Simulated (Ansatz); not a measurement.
```yaml
crystal:
  periodic: [false, false, false]
  atoms:
    - {symbol: B, position_ang: [0.794342, 1.541369, -0.740922]}
    - {symbol: O, position_ang: [0.217073, 1.275311, -0.151209]}
    - {symbol: Zn, position_ang: [-0.141553, 0.108157, 0.133083]}
    - {symbol: Si, position_ang: [-0.769556, -1.326905, 0.524865]}
    - {symbol: H, position_ang: [1.086183, 2.365937, -0.835785]}
    - {symbol: H, position_ang: [1.380882, 0.835347, -1.182523]}
    - {symbol: H, position_ang: [-1.516295, -1.413905, 0.332809]}
    - {symbol: H, position_ang: [-0.235883, -2.100839, 0.140903]}
    - {symbol: H, position_ang: [-0.606383, -1.235755, 1.645630]}
basis:
  gaussian: {orbitals: cc-pVTZ-DK}
total_charge: -1
magnetization: {spin_polarized: true, initial_magnetization: 1}
hamiltonian: {xc: {name: wPBEh}}
output: {forces: true}
```

```sh
$ ansatz run in.yaml --threads 4 --pin off --events-out ev --progress --plain --max-ram 10444MiB
```

Output, abridged:

```
Functional definition: wPBEh
1606 factors; their error is unknown
96 factors; integrals over basis functions are off by at most 7.3e-7 eV
mean field evaluation 1: about -59482.4529 eV, gradient 8.6e1 eV
mean field evaluation 2: about -59460.0854 eV, gradient 1.6e2 eV
mean field evaluation 4: about -59500.7952 eV, gradient 5.9e0 eV
mean field evaluation 8: about -59500.8869 eV, gradient 1.5e-1 eV
mean field evaluation 16: about -59501.0841 eV, gradient 2.8e-3 eV
mean field evaluation 32: about -59501.0841 eV, gradient 6.3e-6 eV
mean field -59501.08407615 eV, -2186.6245085152 hartree, gradient 6.3e-6 eV, S^2 0.752040; 6 other end points of the search recorded, 0 dependent functions left out
reference -59501.08412388 eV, -2186.6245102693 hartree; 32, 31 occupied and 200, 201 virtual orbitals, 1606 factors
Total energy: -59501.08412388 eV, -2186.6245102693 hartree
Relativity: scalar
Atom 0 at     0.794342     1.541369    -0.740922 Å, force    61.472315    22.832796   -64.756959 eV/Å
Atom 1 at     0.217073     1.275311    -0.151209 Å, force   -53.769383    23.008955    58.152932 eV/Å
Atom 2 at    -0.141553     0.108157     0.133083 Å, force    -8.447423   -31.978729     8.086964 eV/Å
Atom 3 at    -0.769556    -1.326905     0.524865 Å, force    50.555842     4.035185    21.301214 eV/Å
Atom 4 at     1.086183     2.365937    -0.835785 Å, force     6.251945    17.806718    -3.291508 eV/Å
Atom 5 at     1.380882     0.835347    -1.182523 Å, force     5.769380    -5.410762    -5.480614 eV/Å
Atom 6 at    -1.516295    -1.413905     0.332809 Å, force   -77.445896    -9.811657   -19.162676 eV/Å
Atom 7 at    -0.235883    -2.100839     0.140903 Å, force    13.973714   -21.074970    -9.709110 eV/Å
Atom 8 at    -0.606383    -1.235755     1.645630 Å, force     1.639506     0.592465    14.859756 eV/Å
Dipole moment:    -0.027580    -0.108102     0.288246 e Å
```

What is wrong with this run?

The geometry is squeezed to about two thirds of its size. Self-consistency was reached. The result belongs to that input, not to the molecule as meant.
